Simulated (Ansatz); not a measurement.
Steps of a relaxation of C$_{2}$H$_{6}$FISi, SMILES `C[SiH](I)CF` with RKS PBE-D4/def2-SVP.

```sh
$ ansatz run in.yaml --threads 2 --pin off --events-out ev --progress --plain --max-ram 22528MiB --backend cpu
```

```yaml
crystal:
  periodic: [false, false, false]
  atoms:
    - {symbol: C, position_ang: [-1.354300, -0.430800, 0.629200]}
    - {symbol: Si, position_ang: [0.373800, 0.112800, 0.537300]}
    - {symbol: I, position_ang: [1.697600, -1.700100, 1.502700]}
    - {symbol: C, position_ang: [1.023200, 0.420400, -1.194100]}
    - {symbol: F, position_ang: [0.171900, 1.363600, -1.781100]}
    - {symbol: H, position_ang: [-1.718100, -0.559200, 1.646900]}
    - {symbol: H, position_ang: [-1.560400, -1.293500, 0.041600]}
    - {symbol: H, position_ang: [-2.008900, 0.417900, 0.206700]}
    - {symbol: H, position_ang: [0.597200, 1.337400, 1.426200]}
    - {symbol: H, position_ang: [1.986400, 0.761600, -1.205600]}
    - {symbol: H, position_ang: [0.857100, -0.487200, -1.789300]}
basis:
  gaussian: {orbitals: def2-SVP}
hamiltonian: {xc: pbe, dispersion: d4}
relax: {f_tol: 0.03, max_steps: 200}
```

Positions (Å) and forces (eV/Å) along the path, 5 of 5 steps:

```xyz
11
step=1 energy=-20851.9380 eV
C    -1.354   -0.431    0.629   -1.622    2.290   -0.440
Si    0.374    0.113    0.537    0.864    0.713    1.114
I     1.698   -1.700    1.503    0.461   -0.393    0.177
C     1.023    0.420   -1.194   -3.864   -0.981   -0.280
F     0.172    1.364   -1.781   -0.167    0.657   -0.028
H    -1.718   -0.559    1.647    0.005   -0.259    0.643
H    -1.560   -1.294    0.042   -0.269   -1.373   -0.768
H    -2.009    0.418    0.207    0.619   -0.777    0.260
H     0.597    1.337    1.426   -0.065   -0.268   -0.333
H     1.986    0.762   -1.206    3.472    0.987   -0.192
H     0.857   -0.487   -1.789    0.564   -0.596   -0.152
11
step=2 energy=-20852.2602 eV
C    -1.402   -0.386    0.599   -0.707    0.477   -0.032
Si    0.384    0.081    0.592    0.616    0.213    0.347
I     1.889   -1.723    1.516   -0.312    0.295   -0.151
C     0.978    0.401   -1.179   -1.074   -0.079   -0.171
F     0.135    1.385   -1.730    0.070   -0.009    0.132
H    -1.764   -0.535    1.630   -0.072   -0.119    0.174
H    -1.600   -1.290    0.012   -0.057   -0.385   -0.166
H    -2.014    0.448    0.156    0.373   -0.271    0.117
H     0.597    1.333    1.411    0.034   -0.163   -0.014
H     2.004    0.751   -1.205    0.897    0.176   -0.129
H     0.859   -0.522   -1.782    0.232   -0.137   -0.106
11
step=3 energy=-20852.3133 eV
C    -1.419   -0.397    0.616   -0.170    0.025    0.006
Si    0.381    0.112    0.593    0.225   -0.156    0.059
I     1.828   -1.702    1.505   -0.062    0.067   -0.027
C     0.979    0.407   -1.196   -0.198    0.220   -0.017
F     0.156    1.416   -1.733    0.087   -0.121    0.039
H    -1.782   -0.544    1.654    0.018   -0.009   -0.028
H    -1.600   -1.328    0.041    0.066    0.031    0.035
H    -2.012    0.419    0.153   -0.009   -0.007   -0.014
H     0.619    1.336    1.433   -0.017   -0.010   -0.046
H     2.039    0.740   -1.234    0.019   -0.044   -0.011
H     0.876   -0.516   -1.810    0.040    0.004    0.004
11
step=4 energy=-20852.3174 eV
C    -1.419   -0.395    0.617   -0.042   -0.019    0.007
Si    0.389    0.101    0.596    0.029   -0.032    0.014
I     1.821   -1.711    1.508   -0.016    0.016   -0.011
C     0.973    0.414   -1.195   -0.060    0.130   -0.053
F     0.148    1.420   -1.726    0.077   -0.111    0.057
H    -1.790   -0.526    1.654    0.010    0.001   -0.024
H    -1.586   -1.338    0.059    0.021    0.025    0.020
H    -2.008    0.411    0.130    0.000   -0.001   -0.011
H     0.626    1.329    1.426    0.009    0.008    0.001
H     2.036    0.744   -1.236   -0.034   -0.020    0.005
H     0.877   -0.507   -1.813    0.005    0.003   -0.005
11
step=5 energy=-20852.3184 eV
C    -1.419   -0.393    0.617    0.003   -0.006    0.004
Si    0.393    0.098    0.599   -0.024    0.006   -0.011
I     1.818   -1.718    1.504    0.005   -0.008    0.004
C     0.969    0.417   -1.193    0.002    0.028   -0.023
F     0.142    1.419   -1.717    0.010   -0.017    0.011
H    -1.797   -0.508    1.652   -0.002    0.003   -0.010
H    -1.576   -1.347    0.075    0.002    0.009    0.006
H    -2.003    0.402    0.108    0.009   -0.008    0.001
H     0.634    1.327    1.428    0.009    0.003    0.009
H     2.031    0.748   -1.236   -0.014   -0.006    0.004
H     0.876   -0.502   -1.815    0.001   -0.004    0.004
```

It took 12 s on 2 threads of an AMD EPYC 7R13 on a shared host, with 0.22 GiB of host memory at the peak.
